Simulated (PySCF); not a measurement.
Species: F2H5NSi2.
Geometry (PBE0-D3(BJ)/def2-SVP, Å), atoms numbered from 1 in this order:
```xyz
10
F2H5NSi2 angstrom
N      1.4983   -0.9936    0.1600
Si     0.7215    0.5437   -0.0470
Si    -1.5854    0.1411   -0.0336
F     -2.3727    1.4662   -0.5388
F     -2.0841   -0.1343    1.4841
H      1.3381   -1.7342   -0.5141
H      2.4555   -1.0229    0.4944
H      1.0614    1.3152   -1.2914
H      1.0745    1.4004    1.1238
H     -2.0571   -1.0029   -0.8637
```

Method used: EOM-IP-CCSD/aug-cc-pVDZ in PySCF, restricted Hartree–Fock reference, 13 core orbitals frozen, non-relativistic, gas phase, PBE0-D3(BJ)/def2-SVP geometry.

The vertical ionisation energies are 9.93, 11.11, 12.77, 13.95, 14.21, 14.84, 15.24, 16.02 eV.

Problem. Which Hartree–Fock orbital leads each hole, and what is its Koopmans value −ε?

Solution. 
```
leading hole (HF orbital)  Koopmans (eV)  EOM-IP-CCSD (eV)  change (eV)  one-hole share
                     HOMO          10.88              9.93        -0.95            0.95
                   HOMO-1          12.01             11.11        -0.90            0.95
                   HOMO-2          13.65             12.77        -0.88            0.94
                   HOMO-3          15.19             13.95        -1.24            0.94
                   HOMO-4          15.48             14.21        -1.27            0.94
                   HOMO-5          17.24             14.84        -2.40            0.94
                   HOMO-6          17.72             15.24        -2.48            0.94
                   HOMO-7          18.22             16.02        -2.20            0.94
```

Problem. Does the order of the lines follow the orbital energies?

Solution. Yes, no two lines change places. The corrections run from -2.48 to -0.88 eV, with a mean of -1.54 eV over the 8 lines; no line lies above its Koopmans value.

Problem. At what kinetic energies would He I light (21.22 eV) eject these electrons?

Solution. 11.29 eV (HOMO), 10.11 eV (HOMO-1), 8.45 eV (HOMO-2), 7.27 eV (HOMO-3), 7.01 eV (HOMO-4), 6.38 eV (HOMO-5), 5.98 eV (HOMO-6), 5.20 eV (HOMO-7).

Problem. What total energy has the lowest final state, and which wavelength reaches it?

Solution. E(CCSD) + ionisation energy = -835.11816 + 0.36495 = -834.75321 Eh, at the geometry of the initial state. The threshold wavelength is 1239.84 eV nm/9.93 eV = 124.9 nm.

One root was sought for each valence orbital with −ε under 21 eV, eight at most, so deeper holes and satellites are missing; no vibrational structure.

One conformer stands for the species.
